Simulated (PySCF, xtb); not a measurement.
C₂H₆ClFOSi, SMILES C[C@H](O)[Si@H](F)Cl.

xtb with GFN2-xTB at its own geometry gives an orbital gap of 6.08 eV and a dipole moment of 3.49 D.

Coordinates come from a PBE0-D3(BJ)/def2-SVP optimisation. The structure was generated by enumeration; whether it is a known compound was not checked. Other conformers were not sampled.

Question: What does PBE/def2-TZVP in PySCF give? (The exact figures need the calculation; the answer reports its results.)

Answer: gap 6.23 eV (levels -6.70 and -0.47 eV), dipole 3.38 D.
